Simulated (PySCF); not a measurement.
An unknown gives this computed stick spectrum. Method used: TDDFT B3LYP/def2-SVPD, vertical, gas phase, core orbitals frozen in the response in PySCF 2.14.0, density-fitted response routines. Geometries: GFN2-xTB, one conformer each.

```
state  λ (nm)       f
   S1   204.1   0.011
   S2   195.5   0.084
   S3   192.6  0.0097
   S4   189.4   0.024
   S5   186.7  0.0090
   S6   184.9   0.032
   S7   183.5  0.0015
   S8   179.5   0.015
```

Triplets computed (Tamm–Dancoff): 5.33, 5.35, 5.46 eV.

Problem. Which candidate is it? All have the formula C6H11P.
A. `C=CP(C)C1CC1`
B. `CC[C@@H](C)P1C=C1`
C. `CC(C)C1PC=1C`
D. `C(C)CPCC#C`

Solution. D. Its S1, at 6.08 eV, is the highest among the candidates; the nearest of the others has S1 at 5.30 eV. S1 is HOMO→LUMO (94%). Löwdin shares by element: HOMO phosphorus 59%, carbon 23% or more, hydrogen 6% or more; LUMO carbon 19% or more, phosphorus 16%, hydrogen 14% or more (atoms not listed hold the other 50%). At the same level the other candidates give, for their lowest levels:
- `CC1=C(C(C)C)P1`: 236 nm (f 0.037); 234 nm (f 0.005); 225 nm (f 0.017); 210 nm (f 0.004); 193 nm (f 0.014); T1 4.12 eV; HOMO -6.11, LUMO -0.04 eV
- `C=CP(C)C1CC1`: 234 nm (f 0.154); 207 nm (f 0.063); 199 nm (f 0.026); 195 nm (f 0.024); 187 nm (f 0.037); T1 4.00 eV; HOMO -6.23, LUMO -0.34 eV
- `CC[C@@H](C)P1C=C1`: 267 nm (f 0.002); 233 nm (f 0.009); 223 nm (f 0.003); 205 nm (f 0.010); 198 nm (f 0.010); T1 3.75 eV; HOMO -6.24, LUMO -0.62 eV

The values belong to the conformer `[CH:1]#[C:2][CH2:3][PH:4][CH2:5][CH2:6][CH3:7]`: C2–C3–P4–C5 87°, C3–P4–C5–C6 -77°, P4–C5–C6–C7 -173°.
